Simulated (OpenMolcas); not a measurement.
**Ru II: terms and fine structure**

| Quantity | Value |
| --- | --- |
| Program | OpenMolcas 26.06 |
| Method | SS-CASPT2, IPEA 0.25 Eh, imaginary shift 0.1 Eh (closed shells correlated: 4s 4p) |
| Basis | ANO-RCC-VTZP [7s6p4d2f1g] |
| Scalar Hamiltonian | DKH2, point nucleus |
| Active space | 7 electrons in 6 orbitals (4d 5s) |
| State averaging | 2S+1 = 6 even, 6 roots; 2S+1 = 4 even, 50 roots; 2S+1 = 2 even, 105 roots |
| Spin-orbit coupling | state interaction with AMFI integrals over the reference wave functions, term energies averaged over their components |

With spin-orbit coupling, above the lowest level:

```csv
Configuration,Term,J,E (eV),Measured (eV),g,Term weight %,Second
4d7,4F,9/2,0.0000,0.0000,1.330,98,
4d7,4F,7/2,0.2011,0.1888,1.237,99,
4d7,4F,5/2,0.330,0.3092,1.031,99,
4d7,4F,3/2,0.410,0.3849,0.411,97,3 2D
4d6 5s,6D,9/2,0.847,1.1346,1.554,99,
4d7,4P,5/2,0.969,1.0237,1.618,64,35 4d6 5s 6D
4d6 5s,6D,7/2,0.969,1.2585,1.586,99,
4d7,4P,3/2,1.011,1.0511,1.749,56,36 4d6 5s 6D
4d6 5s,6D,1/2,1.079,1.4387,3.070,64,34 4d7 4P
4d6 5s,6D,5/2,1.101,1.3454,1.635,64,35 4d7 4P
4d6 5s,6D,3/2,1.169,1.4015,1.780,62,28 4d7 4P
4d7,4P,1/2,1.271,1.1622,2.811,60,35 4d6 5s 6D
4d7,2G,9/2,1.350,,1.101,91,7 2H
4d7,2G,7/2,1.530,,0.893,99,
4d7,2P,3/2,1.591,,1.235,57,27 2D
4d7,2D,5/2,1.802,,1.203,97,
4d7,2P,1/2,1.818,,0.763,91,6 4P
4d7,2H,11/2,1.878,,1.091,100,
4d6 5s,4D(1),7/2,1.961,,1.421,97,
4d7,2H,9/2,2.062,,0.924,93,7 2G
4d7,2D,3/2,2.101,,0.956,69,25 2P
4d6 5s,4D(1),5/2,2.107,,1.368,97,
4d6 5s,4D(1),3/2,2.204,,1.204,95,3 4d7 2P
4d6 5s,4D(1),1/2,2.258,,0.033,95,3 4d7 2P
4d7,2F,5/2,2.778,,0.863,98,
4d7,2F,7/2,2.824,,1.142,95,2 4d6 5s 4D(1)
4d6 5s,4H,13/2,3.001,,1.229,99,
4d6 5s,4H,11/2,3.020,,1.150,87,12 4G
4d6 5s,4P,5/2,3.021,,1.595,97,
4d6 5s,4H,9/2,3.024,,1.060,66,18 4G
4d6 5s,4H,7/2,3.066,,0.766,75,12 4G
4d6 5s,4F,9/2,3.189,,1.227,66,26 4H
4d6 5s,4F,7/2,3.236,,1.115,71,17 4H
4d6 5s,4P,3/2,3.258,,1.690,89,7 2P
4d6 5s,4F,5/2,3.262,,0.957,82,16 4G
4d6 5s,4F,3/2,3.314,,0.412,98,
4d6 5s,4G,11/2,3.381,,1.247,83,11 4H
4d6 5s,4P,1/2,3.419,,2.606,93,4 2S
4d6 5s,4G,9/2,3.519,,1.180,77,14 4F
4d6 5s,4G,5/2,3.539,,0.659,79,16 4F
```

Against the 11 measured excited levels shown (NIST Handbook of Basic Atomic Spectroscopic Data) the mean absolute deviation is 1200 cm-1; the largest miss in energy is 4d6 5s 6D 1/2 [64 %]: computed 1.079, measured 1.4387 eV (-25.0 %). Levels of one J stand in another order than measured, so their pairing by name is doubtful.

Spin-orbit coupling puts the lowest level 0.2101 eV below the lowest spin-free term.

For 4F the intervals divided by the larger J are -258.2, -296.8, -360.4 cm-1. Landé's interval rule makes them equal in pure LS coupling; they differ by 34 % of their mean. The multiplet is inverted.

CASPT2 does not keep the components of a term degenerate, so their means are used; among the terms shown or strongly mixed into the levels shown the widest spread is 450 cm-1 (4d7 4F). Some levels mix across a computed gap that differs much from the measured one, so their mixing is not that of the real levels. Configurations are named by rounded mean occupations; where the s occupation lies near a half they are strongly mixed, a name can repeat and a true partner stay unpaired. A single d shell beside an s shell can misplace configurations of different d count against each other. Computed and measured levels are paired by configuration, term and J; levels that our copy of the source lacks, or whose pairing is in doubt (as where it misses far off the trend of its configuration), stay unpaired and out of the deviations. Levels of configurations outside the active space are missing. The first state left out of the spin-orbit step lies near 42000 cm-1 above the lowest spin-free state of the reference (among the parities and spins computed), and the list stops at four fifths of that energy or lower. The table shows the lowest 40 of 51 levels.

The term weight is that of the spin-free term in the level, not the purity of its configuration. A share in square brackets marks a mixed level and gives the weight of the term that names it. A number in round brackets counts repeated terms of one configuration in the order of the reference energies.
